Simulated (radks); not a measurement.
Task: The mean radii <r> (bohr) of the occupied orbitals of an atom or ion are listed with their occupations. Method: scalar-relativistic Kohn-Sham, exchange-only LDA, spin-polarised, spherical densities, point nucleus; computed with a radial shooting solver on a logarithmic mesh with Libxc functionals.

orbital  occ.      <r>
1s up       1  0.01835
1s down     1  0.01835
2s up       1  0.07754
2s down     1  0.07754
2p up       3  0.06939
2p down     3  0.06939
3s up       1   0.1988
3s down     1   0.1988
3p up       3   0.1983
3p down     3   0.1982
3d up       5   0.1787
3d down     5   0.1787
4s up       1   0.4022
4s down     1   0.4022
4p up       3   0.4134
4p down     2   0.4134

Name the element and its charge. Open shells, if any, are filled with parallel spins first.

Result: Z = 74, tungsten, charge +39: W39+ in [Ar] 3d10 4s2 4p5. The 1s radius gives Z: for a bare nucleus <r> = (2 gamma + 1)/(2Z) with gamma = sqrt(1 - (Z/c)^2), 0.01813 bohr for Z = 74, and screening makes it slightly larger (0.01835 here). The occupations add up to 35, and the charge is Z minus that.
